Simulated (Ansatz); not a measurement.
`C=[C]1[AlH][AlH]1`, one more setting.

```yaml
crystal:
  periodic: [false, false, false]
  atoms:
    - {symbol: C, position_ang: [-0.616831, 1.202190, -0.207889]}
    - {symbol: C, position_ang: [0.459139, 0.489857, 0.105620]}
    - {symbol: Al, position_ang: [1.773341, -0.913904, 0.085281]}
    - {symbol: Al, position_ang: [-0.599163, -1.268103, 0.054262]}
    - {symbol: H, position_ang: [-0.725388, 1.616694, -1.164408]}
    - {symbol: H, position_ang: [-1.352626, 1.426584, 0.532236]}
    - {symbol: H, position_ang: [3.260304, -1.051194, 0.497190]}
    - {symbol: H, position_ang: [-2.169352, -1.414297, 0.013250]}
basis:
  gaussian: {orbitals: STO-3G, final_grid: {core_spheres: 20, valence_spheres: 16, degree: 47}}
hamiltonian: {xc: {name: r2SCAN}}
accuracy: high
output: {forces: true}
```

```sh
$ ansatz run in.yaml --threads 2 --pin off --events-out ev --progress --plain --max-ram 4352MiB
```

It prints (some lines left out):

```
Functional definition: r2SCAN
652 factors; integrals over basis functions are off by at most 2.2e-9 eV
mean field evaluation 1: about -15133.0026 eV, gradient 4.4e1 eV
mean field evaluation 2: about -15099.6152 eV, gradient 9.5e1 eV
mean field evaluation 4: about -15140.6377 eV, gradient 5.9e0 eV
mean field evaluation 8: about -15140.6862 eV, gradient 2.5e-1 eV
mean field evaluation 16: about -15140.6865 eV, gradient 1.9e-5 eV
mean field -15140.68651915 eV, -556.4099668530 hartree, gradient 4.0e-8 eV, S^2 0.000000; 0 other end points of the search recorded, 0 dependent functions left out
reference -15140.68651970 eV, -556.4099668731 hartree; 21, 21 occupied and 11, 11 virtual orbitals, 652 factors
Total energy: -15140.68651970 eV, -556.4099668731 hartree
Atom 0 at    -0.616831     1.202190    -0.207889 Å, force     0.286116    -1.328776     0.310943 eV/Å
Atom 1 at     0.459139     0.489857     0.105620 Å, force     3.797234    -3.449652     1.589075 eV/Å
Atom 2 at     1.773341    -0.913904     0.085281 Å, force    -3.578564     1.451750    -0.779320 eV/Å
Atom 3 at    -0.599163    -1.268103     0.054262 Å, force     1.576007     0.948088     0.490219 eV/Å
Atom 4 at    -0.725388     1.616694    -1.164408 Å, force    -0.873238     1.483527    -2.146682 eV/Å
Atom 5 at    -1.352626     1.426584     0.532236 Å, force    -1.411529     0.653648     0.613708 eV/Å
Atom 6 at     3.260304    -1.051194     0.497190 Å, force    -0.994033     0.118422     0.027787 eV/Å
Atom 7 at    -2.169352    -1.414297     0.013250 Å, force     1.198007     0.122993    -0.105730 eV/Å
Dipole moment:     0.091955    -0.547624    -0.060096 e Å
```

Hardware: 2 threads of an Arm Neoverse V1 on a shared host. Wall time 2.4 s, peak host memory 0.37 GiB.
